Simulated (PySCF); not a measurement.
GeH₃, SMILES [GeH3+], charge +1. The structure is a stationary point at B3LYP-D3(BJ)/def2-TZVPD.

TDDFT-PBE/def2-TZVPD run with PySCF puts the lowest singlet excitations at 5.11, 5.11, 9.46, 9.46, 10.49, 10.85 eV.

Problem. What are the lowest excitation roots from ADC(2)/aug-cc-pVDZ (PySCF)? (An estimate is asked for; the answer gives what the named calculation found.)

Solution. 5.90, 5.90, 10.91, 10.91, 12.49, 12.49 eV. S1 differs by 0.79 eV (second minus first; roots are paired by order, and the bases may differ).
